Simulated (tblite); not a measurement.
Species: C₈H₉N.
Cartesian coordinates in Å at the GFN2-xTB level; atoms count from 1:
```xyz
18
C8H9N angstrom
C     -2.3697   -1.0191   -0.6275
C     -1.5410   -0.4664    0.5094
C     -0.9247    0.9145    0.4018
C     -1.1710    2.2615    0.3985
N     -1.3854    3.3932    0.3941
C     -0.1051   -0.1188    0.3115
C      1.2278   -0.6173    0.1274
C      2.3878    0.1806    0.6882
C      2.1715    0.1443   -0.7816
H     -2.3224   -2.1074   -0.6354
H     -3.4123   -0.7247   -0.5184
H     -2.0045   -0.6478   -1.5833
H     -1.8654   -0.8026    1.4929
H      1.3133   -1.6972    0.1427
H      2.1510    1.0919    1.2163
H      3.2121   -0.3748    1.1088
H      2.8439   -0.4345   -1.3961
H      1.7856    1.0309   -1.2610
```

All values are computed: GFN2-xTB (tblite) harmonic vibrations without scaling, gas phase. The method is semi-empirical: single wavenumbers can be off by several per cent or more. One conformer, not necessarily the lowest.

Harmonic wavenumbers (cm⁻¹): 47.8, 79.5, 109.5, 132.5, 145.1, 220.6, 277.0, 369.8, 426.4, 508.9, 520.2, 553.7, 683.8, 732.2, 809.6, 863.9, 918.6, 927.8, 975.7, 995.5, 1045.5, 1066.1, 1070.2, 1079.2, 1081.7, 1086.3, 1153.7, 1216.0, 1246.7, 1253.5, 1341.6, 1378.1, 1411.1, 1426.4, 1473.9, 1488.9, 1495.0, 1884.0, 2330.5, 2968.5, 3010.7, 3023.7, 3031.0, 3045.8, 3091.2, 3093.0, 3100.0, 3117.9.

A = 1993, B = 1280, C = 867.2 MHz; mass 119.073 u (most abundant isotopes); point group C1, symmetry number 1.

Task: Zero-point energy?

Result: Half the sum of the wavenumbers: 31654 cm⁻¹ = 90.50 kcal/mol.

Task: What is S at 200 K and 1 bar for an ideal gas of classical rigid rotors and harmonic oscillators?

Result: Translation 38.28, rotation 28.17, vibration 18.03: S = 84.5 cal/(mol K).

Task: And Cp and H(200 K) − H(0)?

Result: Cp = 26.44 cal/(mol K), of which vibrations give 18.49 (their classical limit is 48 R = 95.4); H(200 K) − H(0) = 3.53 kcal/mol without the zero-point energy, 1.94 from vibrations.

Task: How do the functions run with temperature in this model?

Result: 
```tsv
T (K)	S (cal/(mol K))	Cp (cal/(mol K))	H − H(0) (kcal/mol)	G − H(0) (kcal/mol)	ln q(vib)
50	58.4	13.3	0.50	-2.42	0.48
100	69.3	18.3	1.30	-5.63	1.68
298.15	96.7	35.6	6.57	-22.27	6.54
373.15	105.5	42.7	9.50	-29.85	8.32
500	119.5	53.2	15.61	-44.13	11.30
750	144.1	68.0	30.91	-77.15	17.04
1000	165.0	77.6	49.18	-115.86	22.42
```

q(vib) and H(0) count from the zero-point level.

Task: What must be added to the electronic energy to get the Gibbs energy at 200 K and 1 bar?

Result: ZPE + [H(200 K) − H(0)] − T·S = 90.50 + 3.53 − 16.90 = 77.13 kcal/mol.

Hindered rotation and anharmonicity are outside this model. Other conformers, if any are populated, would add a mixing term that is left out. The structure is chiral; the term R ln 2 for an equal mix with its mirror image is left out.

The run took 0.97 s on Arm Neoverse N1, one thread, shared host. The figure is for the frequency step alone.
